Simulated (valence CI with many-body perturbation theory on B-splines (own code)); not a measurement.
The numbers below are computed, except where a source is named.
# I XXXIX in three bases

Level of theory: configuration interaction combined with many-body perturbation theory (CI+MBPT): five valence electrons over a frozen Dirac-Fock core [Ne], a basis of 9 s, 9 p, 8 d, 6 f, 3 g, 1 h functions for each j, with the one-electron correlation potential Σ1 (screened to all orders), the two-electron term Σ2, the three-electron term Σ3, Breit, model QED; selected single and double excitations, second order for the rest, scaled by the run's own slope (own B-spline code, finite nucleus).

The last digits are not significant, and no measured levels were compared; by estimate large intervals hold to a few tenths of a per cent, small ones and those within an open d or f shell to about a per cent. Among the levels kept, up to 2000 cm⁻¹ of a level comes from second order outside the variational space, and about a tenth of that is noise between levels of different J, which matters for small intervals.

The reference run has the lowest level (3s^2 3p1/2^2 3p3/2) J=3/2 and an ionisation energy of 2682.08 eV. Its largest variational space holds 20037 state functions.

Levels are named by their leading jj configuration (3d3/2^4 stands for four electrons in 3d with j = 3/2), which in mixed levels can hold well under half, so a name can repeat and another be missing. Letters in brackets count levels of one name in rising energy.

Changed runs:
A. basis 6 s, 6 p, 5 d, 3 f, 1 g
B. basis 5 s, 5 p, 4 d, 2 f

Excitation energies of the reference run in cm⁻¹, and shifts in cm⁻¹:

| Level | Reference | A | B |
| --- | --- | --- | --- |
| (3s^2 3p1/2 3p3/2^2) J=3/2 | 521356 | -96 | -293 |
| (3s^2 3p1/2 3p3/2^2) J=5/2 | 585590 | +45 | +192 |
| (3s^2 3p1/2 3p3/2^2) J=1/2 | 664678 | +89 | +334 |
| (3s^2 3p1/2^2 3d3/2) J=3/2 | 1192000 | +275 | +598 |
| (3s^2 3p3/2^3) J=3/2 | 1194480 | +5.2 | +75 |
| (3s 3p1/2^2 3p3/2^2) J=5/2 | 1299720 | -37 | -242 |
| (3s^2 3p1/2^2 3d5/2) J=5/2 | 1442060 | +275 | +725 |
| (3s 3p1/2^2 3p3/2^2) J=1/2 | 1515810 | -7.6 | +5.8 |
| (3s 3p1/2^2 3p3/2^2) J=3/2 | 1525900 | +33 | +56 |
| (3s^2 3p1/2 3p3/2 3d3/2) J=5/2 [a] | 1712500 | +223 | +412 |
| (3s^2 3p1/2 3p3/2 3d3/2) J=3/2 [a] | 1717750 | +158 | +242 |
| (3s^2 3p1/2 3p3/2 3d3/2) J=1/2 [a] | 1723440 | +135 | +146 |
| Ionisation energy (eV) | 2682.08 | -0.041 | -0.14 |
